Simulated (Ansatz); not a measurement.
Energy needed to pull apart SiHSeO (SMILES [O][SiH]=[Se]), doublet, into free ground-state atoms, from the structure below (displaced at random from a GFN2-xTB minimum); no zero-point or spin–orbit terms; open-shell atoms are treated unrestricted, in their ground-state multiplicity.

```xyz
4
angstrom
O -1.2928 -0.5403 0.9249
Si -0.2494 0.0522 0.0062
Se 1.9563 -0.4236 0.1669
H -0.4370 1.0120 -1.1179
```

Program: Ansatz 0.2.0. Basis: def2-TZVPP. Cores are frozen in the correlated methods; orbitals are unrestricted. Filled d shells of the heavier atoms are correlated. The def2 sets are not built for correlating such inner shells, so the correlated values are less sure here.

```json
{"method": "PBE-D4", "atomization energy (kcal/mol)": "301.7"}
{"method": "r2SCAN-D4", "atomization energy (kcal/mol)": "295.3"}
{"method": "B97M-V", "atomization energy (kcal/mol)": "?"}
{"method": "PBE0-D4", "atomization energy (kcal/mol)": "286.6"}
{"method": "LC-wPBE", "atomization energy (kcal/mol)": "284.0"}
{"method": "wB97M-V", "atomization energy (kcal/mol)": "289.7"}
{"method": "HF", "atomization energy (kcal/mol)": "180.5"}
{"method": "MP2", "atomization energy (kcal/mol)": "291.3"}
{"method": "CCSD", "atomization energy (kcal/mol)": "?"}
{"method": "CCSD(T)", "atomization energy (kcal/mol)": "278.6"}
```

What does B97M-V give? (To be estimated.)

By the calculation: 293.5 kcal/mol, which is about 14.9 kcal/mol more than CCSD(T)/def2-TZVPP.

What does CCSD give? (Judge from chemistry; the value comes from the calculation.)

Computed: 269.7 kcal/mol, which is about 8.9 kcal/mol less than CCSD(T)/def2-TZVPP.

In triple zeta the MP2 and coupled-cluster atomization energies are still short of their basis limit by a few kcal/mol a bond, whereas those of the functionals are nearly converged, so these differences are not deviations from converged CCSD(T).

The T1 diagnostic stays at or below 0.018. ⟨S²⟩ of the unrestricted Hartree–Fock references: 0.76 (a pure state has 0.75).

For scale, one of the runs: CCSD(T)/def2-TZVPP forces, 135 basis functions (an equivalent command: `ansatz run in.yaml --threads 4`). The run took 5.7 min on 4 CPU threads (shared host), with 4 GiB of host memory at its peak.
